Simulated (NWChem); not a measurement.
C4H5N; SMILES C1=CCN=C1

```xyz
10

C      0.7284     0.9756     0.0000
C     -0.6190     1.0150     0.0000
C     -1.0924    -0.4004     0.0000
N      0.0801    -1.2414     0.0000
C      1.0895    -0.4453     0.0000
H      1.4228     1.8166     0.0000
H     -1.2591     1.8985     0.0000
H     -1.7216    -0.6375     0.8784
H     -1.7216    -0.6375    -0.8784
H      2.1165    -0.8298     0.0000
```
Atoms are numbered in this order, from 1.

Level: PBE0/def2-SVP (NWChem), optimised geometry, unscaled harmonic frequencies. 

Problem. List the harmonic frequencies with IR intensities, and the thermochemistry.

Solution. 
```tsv
frequency (cm⁻¹)	IR intensity (km/mol)
357	19.5
557	3.2
707	32.1
842	3.8
860	15.7
909	11.2
953	4.5
953	6.6
997	4.9
1014	9.2
1026	33.5
1115	4.7
1151	0.2
1256	0.4
1322	0.3
1366	27.2
1384	17.0
1592	12.7
1695	10.1
3053	1.5
3094	0.7
3190	18.4
3243	1.4
3266	2.4
```

```
Item                                                                                Value
-----------------------------------------------------------------------  ----------------
zero-point energy                                                           51.3 kcal/mol
thermal correction to the enthalpy at 298.15 K (with zero-point energy)     54.4 kcal/mol
heat capacity Cv                                                         14.2 cal/(mol K)
entropy at 298.15 K and 1 atm (symmetry number 1)                        66.0 cal/(mol K)
dipole moment                                                                      2.05 D
```

Rigid rotor and harmonic oscillator.
